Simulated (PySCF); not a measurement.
## Diatomics of S with the chalcogens

PBE0 with triple-zeta basis sets in PySCF, for the lowest determinant that a PBE0 search found; no spin–orbit coupling. De refers to high-spin ground-configuration atoms. A positive dipole means M(−)S(+).

```csv
M,basis,state (unpaired electrons),Re (Å),ωe (cm⁻¹),De (eV),μ (D)
O,x2c-TZVPPall,triplet (π ↑↑),1.480,1198,5.46,1.59
S,x2c-TZVPPall,triplet (π ↑↑),1.887,751,4.62,n/a
Se,def2-TZVPP,triplet (π ↑↑),2.028,578,4.11,-0.58
Te,def2-TZVPP,triplet (π ↑↑),2.219,497,3.69,-1.63
```

The shortest bond is that of SO (1.480 Å), the longest that of TeS (2.219 Å). SO is bound most strongly (5.46 eV) and TeS least (3.69 eV).

The rows differ in basis set, which adds steps of its own.

Relativity is treated differently too: O spin-free X2C; S spin-free X2C; Se no relativity; Te scalar-relativistic core potentials.

Down a group bonds as a rule get longer and wavenumbers fall, partly through the reduced mass; this series shows no clear exception.

These are scalar-relativistic numbers at best; spin–orbit coupling would shift them, the dissociation energy most. States were picked by a PBE0 search and need not be the measured ground states.
